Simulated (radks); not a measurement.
Species: Au I. Configuration: [Xe] 4f14 5d10 6s1.

All-electron calculation, scalar-relativistic Kohn-Sham, PBE, spin-polarised, spherical densities, finite nucleus; open shells are filled with parallel spins first (spin-orbit coupling, left out, can overturn this in heavy ions); Fermi nuclear charge, rms radius 5.4371 fm; hard spherical wall at 8 bohr. Program: a radial shooting solver on a logarithmic mesh with Libxc functionals.

Energy parts (eV):
part                       energy
total                  -517223.81
kinetic                 578376.73
electron-nucleus      -1286734.62
Hartree                 200991.11
exchange-correlation     -9857.03

Orbitals (lengths in bohr, moments of r in powers of bohr; r(max) is where P^2 peaks):
orbital	occ.	eigenvalue (eV)	r(max)	<r^4>	<r^2>
1s up	1	-80741.31	0.01042	4.249e-07	0.0003934
1s down	1	-80741.29	0.01042	4.249e-07	0.0003934
2s up	1	-14246.83	0.06018	0.00006227	0.005996
2s down	1	-14246.83	0.06018	0.00006227	0.005996
2p up	3	-12320.59	0.04981	0.00005052	0.005047
2p down	3	-12320.59	0.04981	0.00005052	0.005047
3s up	1	-3362.587	0.1697	0.002251	0.03867
3s down	1	-3362.580	0.1697	0.002251	0.03867
3p up	3	-2803.552	0.1690	0.002474	0.03974
3p down	3	-2803.545	0.1690	0.002474	0.03974
3d up	5	-2205.257	0.1376	0.001902	0.03292
3d down	5	-2205.253	0.1376	0.001902	0.03292
4s up	1	-729.7135	0.3827	0.05048	0.1870
4s down	1	-729.7046	0.3827	0.05048	0.1870
4p up	3	-546.3253	0.4028	0.06750	0.2136
4p down	3	-546.3139	0.4028	0.06749	0.2136
4d up	5	-325.8122	0.4103	0.09351	0.2427
4d down	5	-325.7983	0.4103	0.09350	0.2427
5s up	1	-108.1847	0.8480	1.358	0.9652
5s down	1	-108.1825	0.8482	1.355	0.9647
4f up	7	-81.0312	0.3756	0.1875	0.3015
4f down	7	-81.0164	0.3756	0.1874	0.3015
5p up	3	-59.6914	0.9529	2.604	1.306
5p down	3	-59.6686	0.9529	2.582	1.302
5d up	5	-6.9212	1.218	21.64	3.221
5d down	5	-6.6309	1.213	20.30	3.128
6s up	1	-6.0025	2.324	130.2	9.063
6s down	0	-5.2806	2.312	133.6	9.160
6p up	0	-0.4712	3.346	377.5	16.39
6p down	0	0.1728	3.434	389.2	16.69
7s up	0	3.7265	5.496	895.1	26.60
7s down	0	4.2755	5.490	888.8	26.43
5f up	0	7.6488	5.395	912.6	27.95
5f down	0	8.1941	5.385	915.0	28.00

The highest occupied level is 6s up at -6.003 eV. The electron density at the nucleus is 2.302e+06 e/bohr^3 (large components only). The spin density at the nucleus is 130.0 e/bohr^3 (1s 0.4, 2s 0.2, 3s 0.0, 4s -0.1, 5s 0.3, 6s 129.2). Spin moment in Bohr magnetons: 1. The density falls to 0.001 e/bohr^3 at r = 4.27 bohr. Summed over all electrons, <r^2> = 59.55 bohr^2, which gives a Langevin (diamagnetic) susceptibility term of -47.2 x 10^-6 cm^3/mol.
